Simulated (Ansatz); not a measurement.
The inner images of a band of BClF2H2 (6 atoms, charge 0, multiplicity 1) are given out of order.

Computed with RKS LDA/def2-SVP (Ansatz 0.2.0).

Image 0:

```xyz
6
Properties=species:S:1:pos:R:3
B 0.002 0.065 0.121
Cl 0.005 -0.368 1.926
F 1.152 -0.143 -0.489
H -1.054 -0.078 -0.460
F 0.049 1.766 0.484
H 0.089 1.487 1.435
```

Image 6:

```xyz
6
Properties=species:S:1:pos:R:3
B 0.011 0.389 -0.321
Cl -0.004 -0.130 2.358
F 1.152 -0.186 -0.614
H -1.051 -0.157 -0.531
F 0.059 1.668 0.037
H 0.074 1.145 2.088
```

Question: Put them in order from the first end to the last, with their energies above the first end.
A.
```xyz
6
Properties=species:S:1:pos:R:3
B 0.008 0.340 -0.097
Cl 0.005 -0.156 2.121
F 1.156 -0.149 -0.513
H -1.059 -0.116 -0.445
F 0.059 1.682 0.259
H 0.073 1.128 1.691
```
B.
```xyz
6
Properties=species:S:1:pos:R:3
B 0.012 0.391 -0.267
Cl -0.001 -0.134 2.314
F 1.155 -0.177 -0.560
H -1.053 -0.144 -0.485
F 0.061 1.679 0.087
H 0.068 1.114 1.927
```
C.
```xyz
6
Properties=species:S:1:pos:R:3
B 0.007 0.277 -0.013
Cl 0.003 -0.180 2.047
F 1.156 -0.140 -0.505
H -1.058 -0.101 -0.450
F 0.060 1.686 0.351
H 0.074 1.188 1.587
```
D.
```xyz
6
Properties=species:S:1:pos:R:3
B 0.006 0.199 0.054
Cl 0.002 -0.230 1.996
F 1.154 -0.135 -0.501
H -1.057 -0.089 -0.455
F 0.060 1.701 0.430
H 0.076 1.282 1.492
```
E.
```xyz
6
Properties=species:S:1:pos:R:3
B 0.012 0.378 -0.187
Cl -0.005 -0.145 2.217
F 1.158 -0.163 -0.526
H -1.055 -0.129 -0.456
F 0.062 1.683 0.168
H 0.069 1.105 1.800
```

Answer: D (+0.037 eV), C (-0.048 eV), A (-0.239 eV), E (-0.384 eV), B (-0.447 eV).

The run took 52 s on 1 thread of Arm Neoverse V1, with other jobs on the host, peak memory 0.11 GiB.
